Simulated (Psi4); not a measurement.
Psi4 input (wB97X-D/6-31G*):

```
memory 1500 MB

molecule {
-1 1
C    -0.10139100   -2.24027700    0.39965800
Si    0.59480600   -0.85719400   -0.70987500
C     2.29567300   -0.41152000    0.02579900
Si   -0.75409200    1.08338000   -0.97297900
Cl   -0.99804100    1.32285000    1.28047500
H     0.62413300   -3.03934100    0.58545600
H    -0.39786800   -1.80776100    1.35807200
H    -0.99257800   -2.68015900   -0.05403500
H     0.90403300   -1.52339100   -2.03076700
H     2.82737800    0.28761100   -0.62456800
H     2.14857200    0.08199900    0.99000500
H     2.93026800   -1.28949700    0.18042000
H    -2.01292300    0.22627000   -1.16544700
symmetry c1
no_reorient
no_com
}

set {
  basis 6-31G*
  reference rks
  scf_type pk
  dft_radial_points 99
  dft_spherical_points 590
  e_convergence 1e-8
  d_convergence 1e-7
  maxiter 150
}

e = energy('wb97x-d')
print_out(f'\nFINAL {e:.10f} DIPOLE {variable("CURRENT DIPOLE")[0]:.6f} {variable("CURRENT DIPOLE")[1]:.6f} {variable("CURRENT DIPOLE")[2]:.6f}\n')
```

Output:

```
   => Loading Basis Set <=

    Name: 6-31G*
    Role: ORBITAL
    Keyword: BASIS
    atoms 1, 3 entry C          line   111 file 6-31gs.gbs
    atoms 2, 4 entry SI         line   268 file 6-31gs.gbs
    atoms 5    entry CL         line   340 file 6-31gs.gbs
    atoms 6-13 entry H          line    44 file 6-31gs.gbs

   => WB97X-D: Empirical Dispersion <=

    Chai and Head-Gordon Dispersion Correction
    Chai, J.-D.; Head-Gordon, M. (2010), J. Chem. Phys., 132: 6615-6620

        s6 =       1.000000

         ---------------------------------------------------------
                                   SCF
               by Justin Turney, Rob Parrish, Andy Simmonett
                          and Daniel G. A. Smith
                              RKS Reference
         ---------------------------------------------------------

  ==> Geometry <==

    Molecular point group: c1
    Full point group: C1

    Geometry (in Angstrom), charge = -1, multiplicity = 1:

       Center              X                  Y                   Z               Mass
    ------------   -----------------  -----------------  -----------------  -----------------
         C           -0.101391000000    -2.240277000000     0.399658000000    12.000000000000
         SI           0.594806000000    -0.857194000000    -0.709875000000    27.976926534650
         C            2.295673000000    -0.411520000000     0.025799000000    12.000000000000
         SI          -0.754092000000     1.083380000000    -0.972979000000    27.976926534650
         CL          -0.998041000000     1.322850000000     1.280475000000    34.968852682000
         H            0.624133000000    -3.039341000000     0.585456000000     1.007825032230
         H           -0.397868000000    -1.807761000000     1.358072000000     1.007825032230
         H           -0.992578000000    -2.680159000000    -0.054035000000     1.007825032230
         H            0.904033000000    -1.523391000000    -2.030767000000     1.007825032230
         H            2.827378000000     0.287611000000    -0.624568000000     1.007825032230
         H            2.148572000000     0.081999000000     0.990005000000     1.007825032230
         H            2.930268000000    -1.289497000000     0.180420000000     1.007825032230
         H           -2.012923000000     0.226270000000    -1.165447000000     1.007825032230

  Running in c1 symmetry.

  Rotational constants: A =      0.09682  B =      0.04633  C =      0.04375 [cm^-1]
  Rotational constants: A =   2902.54629  B =   1389.01314  C =   1311.47742 [MHz]
  Nuclear repulsion =  335.831266004288921

  Charge       = -1
  Multiplicity = 1
  Electrons    = 66
  Nalpha       = 33
  Nbeta        = 33

  ==> Algorithm <==

  SCF Algorithm Type is PK.
  DIIS enabled.
  MOM disabled.
  Fractional occupation disabled.
  Guess Type is SAD.
  Energy threshold   = 1.00e-08
  Density threshold  = 1.00e-07
  Integral threshold = 1.00e-12

  ==> Primary Basis <==

  Basis Set: 6-31G*
    Blend: 6-31G*
    Number of shells: 52
    Number of basis functions: 103
    Number of Cartesian functions: 103
    Spherical Harmonics?: false
    Max angular momentum: 2

  ==> DFT Potential <==

   => LibXC <=

    Version 7.1.2
    S. Lehtola, C. Steigemann, M. J. T. Oliveira, and M. A. L. Marques,  SoftwareX 7, 1–5 (2018) (10.1016/j.softx.2017.11.002)

   => Composite Functional: WB97X-D <=

    wB97X-D Hyb-GGA Exchange-Correlation Functional

    J.-D. Chai and M. Head-Gordon,  Phys. Chem. Chem. Phys. 10, 6615–6620 (2008) (10.1039/B810189B)

    Deriv               =              1
    GGA                 =           TRUE
    Meta                =          FALSE

    Exchange Hybrid     =           TRUE
    MP2 Hybrid          =          FALSE

   => Exchange-Correlation Functionals <=

    1.0000   wB97X-D range-separated functional

   => Exact (HF) Exchange <=

    0.7780            HF,LR [omega = 0.2000]
    0.2220               HF

   => LibXC Density Thresholds  <==

    XC_HYB_GGA_XC_WB97X_D:  1.00E-14

   => Molecular Quadrature <=

    Radial Scheme          =       TREUTLER
    Pruning Scheme         =           NONE
    Nuclear Scheme         =       TREUTLER

    Blocking Scheme        =         OCTREE
    BS radius alpha        =              1
    Pruning alpha          =              1
    Radial Points          =             99
    Spherical Points       =            590
    Total Points           =         710202
    Total Blocks           =           4954
    Max Points             =            256
    Max Functions          =             99
    Weights Tolerance      =       1.00E-15

  ==> Integral Setup <==

  Using in-core PK algorithm.
   Calculation information:
      Number of atoms:                  13
      Number of AO shells:              52
      Number of primitives:            143
      Number of atomic orbitals:       103
      Number of basis functions:       103

      Integral cutoff                 1.00e-12
      Number of threads:                 1

  Performing in-core PK
  Using 43038138 doubles for integral storage.
  We computed 795848 shell quartets total.
  Whereas there are 950131 unique shell quartets.

  Computing range-separated integrals for PK
  We computed 795848 wK shell quartets total.
  Whereas there are 950131 wK unique shell quartets.

  ==> DiskJK: Disk-Based J/K Matrices <==

    J tasked:                  Yes
    K tasked:                  Yes
    wK tasked:                 Yes
    Omega:               2.000E-01
    Schwarz Cutoff:          1E-12


  Cached 12.5% of DFT collocation blocks in 0.195 [GiB].

  Minimum eigenvalue in the overlap matrix is 4.3875552377E-03.
  Reciprocal condition number of the overlap matrix is 6.6647614976E-04.
    Using symmetric orthogonalization.

  ==> Pre-Iterations <==

  SCF Guess: Superposition of Atomic Densities via on-the-fly atomic UHF (no occupation information).

   -------------------------
    Irrep   Nso     Nmo
   -------------------------
     A        103     103
   -------------------------
    Total     103     103
   -------------------------

  ==> Iterations <==

                        Total Energy        Delta E     RMS |[F,P]|

   @RKS iter SAD: -1119.12560919741463   -1.11913e+03   0.00000e+00
   @RKS iter   1: -1119.97245456800010   -8.46845e-01   6.36162e-03 ADIIS/DIIS
   @RKS iter   2: -1120.09195284113821   -1.19498e-01   4.76687e-03 ADIIS/DIIS
   @RKS iter   3: -1120.21584412062816   -1.23891e-01   3.39220e-04 ADIIS/DIIS
   @RKS iter   4: -1120.21683244156839   -9.88321e-04   1.06087e-04 ADIIS/DIIS
   @RKS iter   5: -1120.21694899436989   -1.16553e-04   2.50102e-05 DIIS
   @RKS iter   6: -1120.21695628659563   -7.29223e-06   6.80216e-06 DIIS
   @RKS iter   7: -1120.21695692723915   -6.40644e-07   1.66095e-06 DIIS
   @RKS iter   8: -1120.21695697917380   -5.19346e-08   8.35422e-07 DIIS
   @RKS iter   9: -1120.21695698645817   -7.28437e-09   1.86130e-07 DIIS
   @RKS iter  10: -1120.21695698713643   -6.78256e-10   5.34353e-08 DIIS
  Energy and wave function converged.

  ==> Post-Iterations <==

   Electrons on quadrature grid:
      Ntotal   =   65.9999942157 ; deviation = -5.784e-06

    Orbital Energies [Eh]
    ---------------------

    Doubly Occupied:

       1A   -101.495176     2A    -66.097210     3A    -66.081386
       4A    -10.130623     5A    -10.129610     6A     -9.366163
       7A     -7.111623     8A     -7.107037     9A     -7.106662
      10A     -5.210671    11A     -5.193053    12A     -3.556067
      13A     -3.555237    14A     -3.553572    15A     -3.540415
      16A     -3.536188    17A     -3.533701    18A     -0.695164
      19A     -0.653011    20A     -0.628845    21A     -0.435966
      22A     -0.372157    23A     -0.350274    24A     -0.345480
      25A     -0.332989    26A     -0.329502    27A     -0.248626
      28A     -0.234599    29A     -0.226561    30A     -0.215083
      31A     -0.205178    32A     -0.154107    33A     -0.085971

    Virtual:

      34A      0.224804    35A      0.263652    36A      0.289762
      37A      0.307293    38A      0.326893    39A      0.346579
      40A      0.360639    41A      0.374682    42A      0.389583
      43A      0.394667    44A      0.404142    45A      0.413146
      46A      0.460907    47A      0.500448    48A      0.508191
      49A      0.525158    50A      0.569593    51A      0.591245
      52A      0.604452    53A      0.670608    54A      0.676436
      55A      0.699930    56A      0.731353    57A      0.762946
      58A      0.807923    59A      0.812480    60A      0.854236
      61A      0.876746    62A      0.888687    63A      0.906088
      64A      0.925119    65A      0.936662    66A      0.960289
      67A      0.983822    68A      0.988820    69A      1.030720
      70A      1.036210    71A      1.043552    72A      1.121596
      73A      1.128493    74A      1.150211    75A      1.153790
      76A      1.158444    77A      1.177708    78A      1.186755
      79A      1.197516    80A      1.213843    81A      1.231525
      82A      1.239111    83A      1.259971    84A      1.379936
      85A      1.430415    86A      1.477260    87A      1.489780
      88A      1.583256    89A      1.918908    90A      1.949560
      91A      2.001092    92A      2.024278    93A      2.352071
      94A      2.457861    95A      2.502115    96A      2.509032
      97A      2.519821    98A      2.521158    99A      3.179021
     100A      3.294342   101A      4.424889   102A      4.458840
     103A      4.576383

    Final Occupation by Irrep:
              A
    DOCC [    33 ]
    NA   [    33 ]
    NB   [    33 ]

  @RKS Final Energy: -1120.21695698713643

   => Energetics <=

    Nuclear Repulsion Energy =            335.8312660042889206
    One-Electron Energy =               -2227.0782555790278820
    Two-Electron Energy =                 831.4347725893962888
    DFT Exchange-Correlation Energy =     -60.3985544500889660
    Empirical Dispersion Energy =          -0.0061855517046096
    VV10 Nonlocal Energy =                  0.0000000000000000
    Total Energy =                      -1120.2169569871364274

Computation Completed

Properties will be evaluated at   0.000000,   0.000000,   0.000000 [a0]

Properties computed using the SCF density matrix

 Multipole Moments:

 ------------------------------------------------------------------------------------
     Multipole            Electronic (a.u.)      Nuclear  (a.u.)        Total (a.u.)
 ------------------------------------------------------------------------------------

 L = 1.  Multiply by 2.5417464519 to convert [e a0] to [Debye]
 Dipole X            :          0.9732819            0.0000113            0.9732932
 Dipole Y            :         -1.4750023            0.0000057           -1.4749966
 Dipole Z            :          0.3874612           -0.0000057            0.3874556
 Magnitude           :                                                    1.8091535

 ------------------------------------------------------------------------------------

FINAL -1120.2169569871 DIPOLE 0.973293 -1.474997 0.387456

*** Psi4 exiting successfully. Buy a developer a beer!
```

The dipole moment of an ion depends on the origin.

The geometry given is a B3LYP-D3(BJ)/def2-TZVP minimum.
